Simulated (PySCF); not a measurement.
C5H9F3.
Atom-mapped SMILES: `[CH3:1][C@@H:2]([CH2:3][F:4])[CH2:5][CH:6]([F:7])[F:8]` (hydrogens: H9, H10, H11 on C1; H12 on C2; H13, H14 on C3; H15, H16 on C5; H17 on C6)

Structure optimised with GFN2-xTB, isolated species.

Task: List the bond lengths, angles and torsions at this level.

Result: 
```
                 bond  length (Å)
                C1–C2       1.528
                C2–C3       1.528
                C3–F4       1.375
                C2–C5       1.534
                C5–C6       1.521
                C6–F7       1.358
                C6–F8       1.357
C1–H9, C1–H10, C1–H11       1.087
               C2–H12       1.095
               C3–H13       1.095
               C3–H14       1.095
               C5–H15       1.091
               C5–H16       1.092
               C6–H17       1.098
```

Bonds in one row agree within 0.01 Å and their mean is given. A selection of angles:
```
     angle  degrees
  C2–C1–H9    110.4
 C2–C1–H10    110.6
 H9–C1–H10    108.3
 H9–C1–H11    108.5
  C1–C2–C3    108.8
  C1–C2–C5    110.1
 C1–C2–H12    109.2
  C3–C2–C5    112.0
 C3–C2–H12    108.2
 C5–C2–H12    108.5
  C2–C3–F4    111.7
 C2–C3–H13    111.5
 C2–C3–H14    110.8
 F4–C3–H13    106.6
 F4–C3–H14    106.2
H13–C3–H14    109.8
  C2–C5–C6    113.0
 C2–C5–H15    110.8
 C2–C5–H16    109.4
 C6–C5–H15    108.1
 C6–C5–H16    107.1
H15–C5–H16    108.3
  C5–C6–F7    109.9
  C5–C6–F8    110.4
 C5–C6–H17    114.8
  F7–C6–F8    105.9
 F7–C6–H17    107.7
 F8–C6–H17    107.7
```

Dihedral angles: C1–C2–C3–F4 -170° (antiperiplanar); C1–C2–C5–C6 163° (antiperiplanar); C2–C5–C6–F7 176° (antiperiplanar).

Of the pairs four or more bonds apart, F4···H17 is among the closest relative to their van der Waals radii: 2.31 Å, 87 % of the sum of Bondi's values.

Point group: C1 (no symmetry element, even within 0.4 Å). No frequency check. The numbers are those of one conformer.

These are computed values.
